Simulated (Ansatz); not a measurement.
`[SH][Zr]([Cl])([Cl])[Cl]`, one more setting.

```yaml
crystal:
  periodic: [false, false, false]
  atoms:
    - {symbol: S, position_ang: [-1.764391, 0.868435, -0.029216]}
    - {symbol: Zr, position_ang: [0.503282, 0.052351, 0.049147]}
    - {symbol: Cl, position_ang: [1.829849, 1.899002, 0.490404]}
    - {symbol: Cl, position_ang: [0.662287, -1.565890, 1.709051]}
    - {symbol: Cl, position_ang: [1.018386, -0.934901, -1.990322]}
    - {symbol: H, position_ang: [-2.207313, -0.382897, -0.275163]}
basis:
  gaussian: {orbitals: ANO-RCC-VTZP, point_charges: [{charge: 0.50, position_ang: [5.938, 0.306, -0.864]}]}
hamiltonian: {xc: {name: HSE06}}
accuracy: high
output: {forces: true}
```

```sh
$ ansatz run in.yaml --threads 4 --pin off --events-out ev --progress --plain --max-ram 10444MiB
```

It prints (some lines left out):

```
Functional definition: HSE06
  name "HSE06"
  cite "Heyd, Scuseria & Ernzerhof, J. Chem. Phys. 118, 8207 (2003) doi:10.1063/1.1564060"
  cite "Krukau, Vydrov, Izmaylov & Scuseria, J. Chem. Phys. 125, 224106 (2006) doi:10.1063/1.2404663"
  cite "Heyd & Scuseria, J. Chem. Phys. 120, 7274 (2004) doi:10.1063/1.1668634"
  cite "Ernzerhof & Perdew, J. Chem. Phys. 109, 3313 (1998) doi:10.1063/1.476928"
  cite "Perdew, Burke & Ernzerhof, Phys. Rev. Lett. 77, 3865 (1996) doi:10.1103/PhysRevLett.77.3865"
  parent pbe
  parameter a = 0.25
  parameter omega = 0.11/bohr
  # The whole range is PBE's own exchange, as in plane waves. The composition of these papers is wPBEh.
  exchange = pbe_x - a*pbe_x_sr(omega) + a*exact_x_sr(omega)
  correlation = pbe_c
3898 factors; integrals over basis functions are off by at most 4.6e-9 eV
166 factors; integrals over basis functions are off by at most 1.1e-9 eV
mean field evaluation 1: about -146464.8631 eV, gradient 2.5e1 eV
mean field evaluation 2: about -146462.9211 eV, gradient 3.9e1 eV
mean field evaluation 4: about -146466.4553 eV, gradient 1.8e0 eV
mean field evaluation 8: about -146466.5951 eV, gradient 2.8e-1 eV
mean field evaluation 16: about -146466.5953 eV, gradient 1.7e-4 eV
mean field -146466.59527266 eV, -5382.5480976464 hartree, gradient 5.3e-8 eV, S^2 0.000000; 0 other end points of the search recorded, 0 dependent functions left out
the calculation of the forces begins
reference -146466.59527873 eV, -5382.5480978694 hartree; 54, 54 occupied and 164, 164 virtual orbitals, 3898 factors
Total energy: -146466.59527873 eV, -5382.5480978694 hartree
Relativity: scalar
Atom 0 at    -1.764391     0.868435    -0.029216 Å, force     0.119923    -0.009741     0.001378 eV/Å
Atom 1 at     0.503282     0.052351     0.049147 Å, force    -0.392415    -0.110752     0.081541 eV/Å
Atom 2 at     1.829849     1.899002     0.490404 Å, force     0.164362     0.091336     0.007107 eV/Å
Atom 3 at     0.662287    -1.565890     1.709051 Å, force     0.045636     0.047221    -0.053180 eV/Å
Atom 4 at     1.018386    -0.934901    -1.990322 Å, force     0.087715    -0.008423    -0.034711 eV/Å
Atom 5 at    -2.207313    -0.382897    -0.275163 Å, force    -0.014805    -0.018504    -0.000728 eV/Å
Dipole moment:    -0.328696    -0.071439     0.012339 e Å
```

Run time 4.5 min (4 threads of an Intel Xeon Platinum 8488C on a shared host); peak host memory 2 GiB.
